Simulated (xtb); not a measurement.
Here is a job for xtb.
```
$ xtb mol.xyz --gfn 1 --opt --json

# file mol.xyz
3

F     -1.20644576    -0.52996889    -0.01635500
S     -0.02917073     0.56652634    -0.03842911
F      1.25136730    -0.49453903    -0.01211375
```

Problem. What does this run give for the total energy at the end of the optimisation, HOMO-LUMO gap?

Solution. 
```
Property                                            Result
-------------------------------------------  -------------
total energy at the end of the optimisation  -27.808632 Ry
HOMO-LUMO gap                                      3.49 eV
```
